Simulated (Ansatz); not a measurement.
Potential energy curve for LiNa, singlet.

Methods: UHF/def2-TZVP (Ansatz, an electronic-structure program); FCI = full CI/def2-TZVP, frozen core (Ansatz).

Energies relative to the lowest point of each curve near equilibrium, in mEh:

| R / Å | UHF |
|---|---|
| 2.93 | 1.3 |
| 3.05 | 0.5 |
| 3.25 | 0.0 |
| 3.37 | 0.1 |
| 3.61 | 0.6 |
| 3.88 | 1.4 |
| 4.44 | 2.9 |
| 4.89 | 3.7 |
| 5.89 | 4.5 |
| 7.09 | 4.7 |
| 7.87 | 4.7 |
| 8.84 | 4.7 |

**Question.** Predict the corresponding FCI column.

**Answer.** 2.93: 0.0; 3.05: 0.2; 3.25: 1.6; 3.37: 2.9; 3.61: 6.1; 3.88: 10.2; 4.44: 17.9; 4.89: 22.5; 5.89: 27.5; 7.09: 28.9; 7.87: 29.2; 8.84: 29.3 (mEh).

The unrestricted determinant behind UHF is spin-contaminated at 2.31 to 8.84 Å (<S²> up to 1.0, against 0.00 for a pure singlet).
